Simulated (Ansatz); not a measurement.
Program: Ansatz 0.2.0.

A structure relaxed at PBE0-D4/def2-TZVP, charge 0, multiplicity 1:

Cartesian coordinates in Å:
```
C -0.933 -0.723 -1.544
C 0.028 0.133 -0.735
C -0.035 -0.146 0.767
Al 1.171 0.919 1.863
F 1.166 0.685 3.501
H -0.718 -1.786 -1.406
H -1.966 -0.554 -1.229
H -0.868 -0.504 -2.613
H 1.048 -0.027 -1.102
H -0.185 1.191 -0.927
H 0.171 -1.207 0.963
H -1.059 0.006 1.137
H 2.180 2.013 1.326
```

Question: Give its formula and SMILES.

Answer: C3H8AlF, `CC[CH2][AlH][F]`.

Question: Point group (tolerance 0.08 Å, 0.16 Å for H)?

Answer: Cs.

Question: Summarise the bond lengths by kind.

Answer: 2 × C–C 1.520 to 1.529 Å; 7 × C–H 1.093 to 1.099 Å; 1 × Al–C 1.947 Å; 1 × Al–F 1.655 Å; 1 × Al–H 1.582 Å.
